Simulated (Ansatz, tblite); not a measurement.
Forces on Li4Br3⁺ at its r2SCAN-D4/def2-SVP geometry. Charge 1, multiplicity 1.

The xTB rows come from tblite. Another isomer (singlet) lies 0.90 eV lower at PBE0-D4/def2-TZVP; other spin states weren't run for this one.

GFN1-xTB (tblite), largest force 0.53 eV/Å:

```xyz
7
positions Å, forces eV/Å
Li    0.949   -0.433    1.668   -0.166    0.059   -0.123
Li   -0.342    0.438   -1.750   -0.050   -0.032    0.185
Li    3.844   -1.072   -1.708   -0.452    0.163    0.226
Li   -2.678    0.594    1.078    0.190   -0.033   -0.069
Br   -2.533    0.892   -1.270    0.129   -0.041    0.106
Br   -1.058   -0.038    2.696    0.031    0.011   -0.163
Br    1.818   -0.380   -0.713    0.318   -0.128   -0.163
```

GFN2-xTB (tblite), largest force 0.23 eV/Å:

```
Li 0.094 -0.024 0.052
Li 0.043 0.006 -0.118
Li -0.189 0.079 0.100
Li -0.196 0.041 0.103
Br 0.125 -0.050 0.152
Br -0.019 0.028 -0.207
Br 0.143 -0.079 -0.082
```

PBE-D4/def2-TZVP (Ansatz), largest force 0.09 eV/Å:

```
Li -0.047 0.009 -0.012
Li -0.030 -0.003 0.034
Li -0.079 0.026 0.040
Li 0.078 -0.014 -0.033
Br 0.023 -0.008 0.022
Br 0.006 0.002 -0.025
Br 0.050 -0.013 -0.026
```
